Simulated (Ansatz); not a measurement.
A nudged elastic band was laid between two geometries of BCl2F + H (5 atoms, charge 0, multiplicity 2).

Computed with Ansatz, UKS PBE0/def2-SVP.

```yaml
movable_images: 1
climbing_image: yes
spring: 5.0 eV/Å²
optimiser: quadratic models (default)
start_path: through a guess of the saddle point
force_threshold: 0.05 eV/Å
iteration_limit: 60
end_points: relaxed
```

Image 0:

```xyz
5
Properties=species:S:1:pos:R:3
B 0.000 0.000 -0.333
F 0.000 0.000 0.978
Cl 1.521 0.000 -1.184
Cl -1.521 0.000 -1.184
H 0.000 0.000 4.222
```

Image 2:

```xyz
5
Properties=species:S:1:pos:R:3
B 0.000 0.000 -0.645
F 0.000 0.000 2.574
Cl 1.527 0.000 -1.462
Cl -1.527 0.000 -1.462
H 0.000 0.000 3.495
```

Q: Which bonds break or form, and what moves?

A: Bonds broken: B1–F2. Bonds formed: F2–H5. BCl2F + H becomes BCl2 + FH.

Q: What energy profile does the band end with?

A: It converged. The highest image is number 1 of 0 to 2, 197.3 kJ/mol above the first end and 50.6 kJ/mol above the last; the last end lies 146.7 kJ/mol above the first. Neighbouring images differ by up to 2.0 eV, so the band resolves the path poorly. The order of the point at the top wasn't checked. So few images can step over the top or miss a turn of the path.

```json
{"image": "0", "path coordinate (Å)": "0.00", "energy (kJ/mol)": "0.0", "B1–F2 (Å)": "1.31", "F2–H5 (Å)": "3.24"}
{"image": "1", "path coordinate (Å)": "2.37", "energy (kJ/mol)": "197.3", "B1–F2 (Å)": "1.50", "F2–H5 (Å)": "1.11"}
{"image": "2", "path coordinate (Å)": "4.67", "energy (kJ/mol)": "146.7", "B1–F2 (Å)": "3.22", "F2–H5 (Å)": "0.92"}
```

Q: What is the geometry of the highest image?

A: 
```xyz
5
Properties=species:S:1:pos:R:3
B 0.000 0.366 0.008
F 0.000 0.463 1.503
Cl 1.537 -0.215 -0.610
Cl -1.537 -0.215 -0.610
H 0.000 -0.399 2.209
```

The band took 25 iterations and about 100 core-seconds.

Run time: 51 s on 2 threads of Arm Neoverse V1, with other jobs on the host, peak memory 0.18 GiB.
